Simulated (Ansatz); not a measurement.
Reaction (formal exchange of groups at the Si–F bond): `O[Si](O)(F)F` + CH₄ → `C[Si](O)(O)F` + H–F

Program: Ansatz. Geometries: PBE0-D4/def2-TZVP. ΔE: electronic, gas phase. CCSD(T)/CBS is the MP2 limit (def2-TZVPP, def2-QZVPP) plus CCSD(T) − MP2 in def2-TZVPP, frozen cores. This one scheme is used for every species. Functionals use def2-TZVPP. One conformer a species, not always the lowest.

CCSD(T)/CBS gives +1.52 eV.

Task: Another level gave +1.52 eV. Which?
A. r2SCANh-D4/def2-TZVPP
B. PBE/def2-TZVPP
C. PBE-QIDH/def2-TZVPP
D. revPBE-D4/def2-TZVPP

Result: C. PBE-QIDH 1.52, r2SCANh-D4 1.58, PBE 1.45, revPBE-D4 1.37 eV.

Largest T1 diagnostic among the species: 0.011.

From PBE to PBE0 (25 % exact exchange), in def2-TZVPP and without D4, ΔE moves by +0.04 eV. Leaving LDA and LC-ωPBE aside and taking each functional with its dispersion term where it has one, the values, not all of them listed here, spread over 0.27 eV, from revPBE-D4 to B97M-V. In def2-TZVPP, CCSD(T) changes the Hartree–Fock value by −0.25 eV (the triples alone add −0.03 eV) and MP2 by −0.26 eV.
